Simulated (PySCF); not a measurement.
Shieldings and the share of exact exchange

Molecule: SMILES C=COCO[SiH3], C3H8O2Si.

Mapped SMILES: `[CH2:1]=[CH:2][O:3][CH2:4][O:5][SiH3:6]`. Hydrogens are named by the atom that carries them. Ha(C1) is cis to O3; Hb(C1) is trans to O3.

GIAO shieldings (ppm, equivalent atoms averaged) in PySCF 2.14 on the PBE0-D3(BJ)/def2-SVP geometry, basis pcSseg-1, gas phase, non-relativistic:

```tsv
functional	exact exchange (%)	σ(C4)	σ(O3)	σ(O5)	σ(Si6)
BLYP	0	76.3	139.6	249.7	360.5
BP86	0	81.6	144.6	255.6	364.3
PBE	0	82.0	143.1	255.2	365.5
PBE0	25	90.0	164.3	270.0	381.5
mPW1PW91	25	89.3	164.5	269.6	380.2
BHandHLYP	50	92.4	180.2	277.6	393.0
HF	100	107.4	213.3	297.6	429.5
```

Q: Fit each shielding as a line in the percentage of exact exchange.

A: σ(C4) = 80.8 + 0.27 x (rms 2.2 ppm); σ(O3) = 143.9 + 0.71 x (rms 2.3 ppm); σ(O5) = 255.3 + 0.44 x (rms 2.9 ppm); σ(Si6) = 363.5 + 0.65 x (rms 2.0 ppm). The functionals also differ in their semilocal parts, which the line can't hold; Hartree–Fock has no correlation at all.

Q: What does the line predict for B3LYP (20 %), and what does the run give?

A: σ(C4): 86.2 predicted, 83.2 computed; σ(O3): 158.1 predicted, 157.2 computed; σ(O5): 264.1 predicted, 262.6 computed; σ(Si6): 376.5 predicted, 373.0 computed ppm.
